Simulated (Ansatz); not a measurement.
Input for Ansatz (a first-principles code): R-wB97X-V/def2-TZVPPD on C2H4O2Se (a complex), monomers drawn apart or pushed together. Files ending in .json are basis or fitting sets from the Basis Set Exchange.

Ansatz 0.2 input:
```yaml
crystal:
  periodic: [false, false, false]
  atoms:
    - {symbol: O, position_ang: [1.17233264, -0.93719069, 1.04970580]}
    - {symbol: Se, position_ang: [-0.27466788, -0.30141804, 1.37508466]}
    - {symbol: O, position_ang: [-0.31724838, 1.30349628, 1.21316146]}
    - {symbol: C, position_ang: [0.64345686, -0.25086597, 4.10147241]}
    - {symbol: C, position_ang: [-0.61516467, 0.13680649, 4.28234711]}
    - {symbol: H, position_ang: [0.96813901, -1.25949932, 4.32516240]}
    - {symbol: H, position_ang: [1.39776997, 0.42727325, 3.72172258]}
    - {symbol: H, position_ang: [-0.93540987, 1.14606156, 4.05481520]}
    - {symbol: H, position_ang: [-1.36865186, -0.54015688, 4.66677665]}
basis:
  gaussian:
    orbitals: def2-TZVPPD.json
hamiltonian:
  xc: {name: wB97X-V}
scf: {lower_state_search: off}
```

Output:

```
Functional definition: wB97X-V
[...]
these checks for a lower state are left out or cut short: stability, starts, cluster_reference, orbital_swaps, neighbouring_geometries, increment
integrals: 0.34 GiB planned
1389 factors; their error is unknown
integrals: 0.38 GiB planned
381 factors; integrals over basis functions are off by at most 2.7e-5 eV
mean field: 1.96 GiB planned
mean field evaluation 1: about -71564.1196 eV, gradient 7.6e1 eV
mean field evaluation 2: about -71554.3308 eV, gradient 1.1e2 eV
mean field evaluation 4: about -71574.4310 eV, gradient 2.4e0 eV
mean field evaluation 8: about -71574.4555 eV, gradient 1.9e-1 eV
mean field evaluation 16: about -71574.6321 eV, gradient 1.4e-3 eV
mean field -71574.63205672 eV, -2630.3192130562 hartree, gradient 2.6e-6 eV, S^2 0.000000; 0 other end points of the search recorded, 0 dependent functions left out
reference -71574.63205406 eV, -2630.3192129588 hartree; 33, 33 occupied and 246, 246 virtual orbitals, 1389 factors
Total energy: -71574.63205406 eV, -2630.3192129588 hartree
Checks for a lower state left out: stability, starts, cluster_reference, orbital_swaps, neighbouring_geometries, increment
```

The run converged.

Cost: about 14 core-seconds (a rough figure).
